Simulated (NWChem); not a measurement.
C2H8O2Si; SMILES OCCO[SiH3]

```xyz
13

O     -0.3126    -2.9255    -0.0870
C      0.4903    -1.7573    -0.0093
C     -0.3609    -0.4882    -0.0237
O      0.5067     0.6367     0.0483
Si    -0.0476     2.2032    -0.0124
H     -0.7833    -3.0220     0.7552
H      1.1371    -1.7522     0.8809
H      1.1395    -1.7688    -0.8895
H     -0.9661    -0.4672    -0.9413
H     -1.0538    -0.4961     0.8342
H     -0.7791     2.4739    -1.2836
H     -0.9716     2.4976     1.1216
H      1.1486     3.0729     0.0770
```
Atoms are numbered in this order, from 1.

Results from NWChem. Pople sets run with spherical d functions. Coordinates come from a B3LYP/6-31G* (spherical d) optimisation. Level: B3LYP/6-31G* with SMD (1 M gas to 1 M solution), gas-phase geometry. Reactions with the solvent are ignored.

Question: What does the run give for solvent toluene? Quantities: solvation free energy (kcal/mol); cavity-dispersion-structure term (kcal/mol); dipole in solution (D).

Answer: 
| Item | Value |
|---|---|
| solvation free energy (kcal/mol) | -4.0 |
| cavity-dispersion-structure term (kcal/mol) | -1.8 |
| dipole in solution (D) | 1.80 |
